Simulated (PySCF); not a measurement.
# Working out the excitation energy of Ne⁺

Ne⁺ [He] 2s2 2p5 (2P) → Ne⁺ [He] 2s1 2p6 (2S). Computed with PySCF 2.14 in ANO-RCC-VTZP (4s3p2d1f, 30 functions), with scalar relativity by spin-free X2C-1e. Frozen: 1s2. Energies in hartree (1 hartree = 27.21139 eV):

| part | Ne⁺ (lower) | Ne⁺ (upper) |
| --- | --- | --- |
| UHF | -127.961379 | -126.869884 |
| CCSD correlation | -0.212146 | -0.303542 |
| (T) | -0.002629 | -0.007490 |

What does Hartree-Fock give?

(-126.869884) − (-127.961379) = 1.091495 hartree = 29.701 eV.

What do CCSD and CCSD(T) give?

The CCSD correlation energies differ by -0.091396 hartree = -2.487 eV and the triples by -0.004861 hartree = -0.132 eV, so CCSD gives 27.214 eV and CCSD(T) 27.082 eV.

Measured between the centres of the two terms (NIST): 26.878 eV, so CCSD(T) (valence) is off by 0.204 eV.

What remains against the reference includes basis incompleteness, the frozen core and higher excitations.
